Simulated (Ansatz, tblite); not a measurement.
Isomers of Sn₂S₄ (singlet), found by a short tight-binding search and relaxed with PBE-D4/def2-SVP in Ansatz.

In the def2 sets Sn takes a core potential; there is no spin–orbit coupling. The xTB rows come from tblite. Correlated methods freeze 28 core orbitals; core or outer-core shells of Sn are correlated, in sets that lack core-valence functions.

Other spin states were run for one of them alone.

A:

Cartesian coordinates in Å:
```
Sn 0.3882 -1.2246 -1.4220
Sn -0.3922 1.2294 1.4220
S 1.1484 1.2408 -0.7156
S -1.1453 -1.2401 0.7210
S -0.7830 2.1620 -0.9259
S 0.7839 -2.1674 0.9205
```

B:

```tsv
atom	x (Å)	y (Å)	z (Å)
Sn1	1.5218	0.5964	1.3459
Sn2	-2.1251	0.9553	-0.6524
S3	0.6210	-1.6563	0.0528
S4	1.9034	-0.3864	-1.0255
S5	-1.3625	-1.4653	-0.6335
S6	-0.5587	1.9562	0.9127
```

C:

| atom | x (Å) | y (Å) | z (Å) |
| --- | --- | --- | --- |
| Sn1 | 1.916 | 0.302 | 0.726 |
| Sn2 | -2.050 | 0.050 | -0.279 |
| S3 | -0.571 | 0.128 | 1.887 |
| S4 | -0.191 | 1.864 | 0.627 |
| S5 | -0.469 | -0.949 | -1.937 |
| S6 | 1.366 | -1.396 | -1.024 |

Estimate which lies lowest at each level, and how far above it the others are (eV).


```
              level     A     B     C
           GFN1-xTB  0.23  0.38  0.00
           GFN2-xTB  0.44  0.00  0.18
        HF/def2-SVP  0.00  0.02  0.04
       HF/def2-TZVP  0.08  0.00  0.12
   PBE-D4/def2-TZVP  0.00  0.03  0.07
r2SCAN-D4/def2-TZVP  0.00  0.03  0.08
   B97M-V/def2-TZVP  0.00  0.06  0.10
  PBE0-D4/def2-TZVP  0.00  0.07  0.08
       MP2/def2-SVP  0.00  0.17  0.05
      CCSD/def2-SVP  0.00  0.13  0.06
   CCSD(T)/def2-SVP  0.00  0.13  0.05
```
Point groups (tolerance 0.1 Å): A Ci, B not assigned, C C2. Lower isomers may exist.
